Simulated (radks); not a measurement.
Spherical quantum dot in the effective-mass picture: electrons in a hard-walled sphere of radius 4.19, all in effective atomic units (hartree* = m*/eps^2 hartree, bohr* = eps/m* bohr), one dielectric constant everywhere. Method: non-relativistic Kohn-Sham, LDA (Slater exchange, Perdew-Wang correlation), spin-polarised, spherical densities; computed with a radial shooting solver with Libxc functionals. Levels are named by radial order and angular momentum (1s, 1p, 1d, 2s, ...), and open shells are averaged over m. Results are scaled to m* = 0.065 and eps = 12.2, for which hartree* = 11.88 meV and bohr* = 9.932 nm.

N = 8, configuration 1s2 1p6. This is the lowest configuration that the search found. Occupied and some empty levels:

level  occupation  eigenvalue (meV)  <r> (nm)
1s              2            32.332     25.38
1p              6            34.591     27.30
1d              0            38.128     28.69
1f              0            42.754     29.77
2s              0            43.225     19.32

Energy (meV): total 153.039, kinetic 53.349, external 0, Hartree 127.69, exchange-correlation -28.004.

Electron density:

r (nm)  n(r) (e/nm^3)
2.14       0.00001088
4.22       0.00001242
6.29       0.00001495
8.37       0.00001847
10.4       0.00002290
12.5       0.00002814
14.6       0.00003396
16.7       0.00004001
18.7       0.00004581
20.8       0.00005070
22.9       0.00005390
25.0       0.00005462
27.0       0.00005223
29.1       0.00004649
31.2       0.00003779
33.3       0.00002725
35.3       0.00001656
37.4        7.619e-06
39.5        1.903e-06
41.6        3.936e-09
